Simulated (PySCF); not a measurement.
H2MoO4, SMILES [O]=[Mo]([OH])([OH])=[O] (connectivity only; charge and spin as stated), charge -1, multiplicity 2. Geometry optimised at PBE-D3(BJ)/def2-SVPD. The spin state was assumed, not searched. The isomer is the one that the SMILES or the coordinates give; other isomers of the formula were not compared. The def2 effective core potentials stand for the cores of Mo; spin–orbit coupling is left out. Other conformers were not sampled.

Level of theory: PySCF with PBE-D3(BJ)/def2-SVPD.

Harmonic wavenumbers (cm⁻¹): 149, 188, 210, 224, 303, 304, 352, 539, 585, 738, 751, 884, 906, 3747, 3751. Rotational constants (GHz): 3.730, 3.035, 3.005; symmetry number 2.

Task: Work out the zero-point energy and the ideal-gas rigid-rotor harmonic-oscillator thermochemistry at 298.15 K and 1 atm.

Result: ZPE = ½ Σ hcν = ½ × 13631 cm⁻¹ = 19.49 kcal/mol. H − E(el) = 24.46 kcal/mol. Entropy in cal/(mol K): translation 41.16, rotation 25.27, vibration 14.70, spin 1.38, total 82.50. G − E(el) = -0.14 kcal/mol. Cp = 24.98 cal/(mol K). Modes under 150 cm⁻¹ make the vibrational entropy uncertain.
